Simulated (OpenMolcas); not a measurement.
# Ag3+ in Cs2NaYF6: curves along the breathing mode

Ag3+ with its 6 nearest fluoride ions, on the Y site of Cs2NaYF6 (a = 9.075 Å, distance in the model lattice 2.178 Å). The rest of the host is ab initio model potentials to 7.6 Å, with orthogonalisation functions on the cations behind the ligands, and point charges beyond; the distance is set by hand and nothing relaxes. Ligand basis ANO-RCC-VDZP.

| Item | Value |
| --- | --- |
| Program | OpenMolcas 26.06 |
| Method | CASSCF |
| Basis | ANO-RCC-VDZP [6s5p3d1f] |
| Scalar Hamiltonian | DKH2, point nucleus |
| Active space | 8 electrons in 5 orbitals (4d) |
| State averaging | 2S+1 = 3 even, 10 roots; 2S+1 = 1 even, 15 roots |
| Spin-orbit coupling | RASSI with atomic mean-field integrals over the reference wave functions |

Spin-free energies (labels of O, the rotations of Oh) in cm-1 above the lowest fitted minimum, as all ligands move together:

```tsv
R (Å)	3A2	1E	3T2	1A1	3T1	1T2	1T1
1.963	1870	14230	24050	24730	32420	35160	39580
2.009	60	12250	20240	22540	28400	31260	35690
2.055	460	12460	18900	22550	26830	29780	34240
2.101	2660	14420	19560	24330	27270	30290	34780
2.148	6430	17900	21940	27650	29420	32470	37020
2.194	11340	22450	25620	32090	32880	35930	40570
2.24	17260	27930	30390	37500	37460	40460	45240
```

Cubic fits give the following; the wavenumber is harmonic, with the mass of all moving ligands, small differences in it between states hang on the degree of the fit, a number in brackets counts states of one label, and the table is a selection of at most 14 states with clean curves.

| State | R0 (Å) | Breathing mode (cm-1) | Minimum (cm-1) |
| --- | --- | --- | --- |
| 3A2 | 2.023 | 531 | 0 |
| 1E | 2.028 | 524 | 12120 |
| 3T2 | 2.062 | 526 | 18870 |
| 1A1 | 2.033 | 521 | 22320 |
| 3T1 | 2.068 | 520 | 26750 |
| 1T2 | 2.066 | 518 | 29720 |
| 1T1 | 2.065 | 521 | 34180 |
| 3T1(2) | 2.089 | 530 | 41310 |
| 1T2(2) | 2.095 | 515 | 50680 |
| 1E(2) | 2.094 | 521 | 51300 |
| 1A1(2) | 2.102 | 492 | 68500 |

The minimum of 3T2 is shifted by +0.0388 Å against 3A2 (from the unrounded fits). With M = 114.0 u for the moving shell, the Huang-Rhys factor in this mode is S = M ω ΔR² / 2ħ = 0.01483 × 114.0 × 531 × 0.0388² = 1.35. Only the first shell moves, against a rigid host.

Without dynamic correlation the repulsion within the d shell is too large (B by tens of per cent), so at a given field states of lower spin stand too high. Real 4d8 and 5d8 ions are as a rule square planar and diamagnetic. With metal d orbitals alone the field can be off either way by tens of per cent. Ligand-to-metal charge-transfer states are missing. With no ligand orbital active B as a rule stays too high, so bands that hang on it stand too high and its fall with covalency is understated. The least metal-like active orbital is 73 % on the metal (Löwdin) and no ligand orbital is active, so the numbers are rough (holds for R = 1.963). The least metal-like active orbital is 72 % on the metal (Löwdin) and no ligand orbital is active, so the numbers are rough (holds for R = 2.009; R = 2.055). The least metal-like active orbital is 71 % on the metal (Löwdin) and no ligand orbital is active, so the numbers are rough (holds for R = 2.101). The least metal-like active orbital is 69 % on the metal (Löwdin) and no ligand orbital is active, so the numbers are rough (holds for R = 2.148). The least metal-like active orbital is 68 % on the metal (Löwdin) and no ligand orbital is active, so the numbers are rough (holds for R = 2.194). The least metal-like active orbital is 65 % on the metal (Löwdin) and no ligand orbital is active, so the numbers are rough (holds for R = 2.24). No measured value stands beside these numbers.
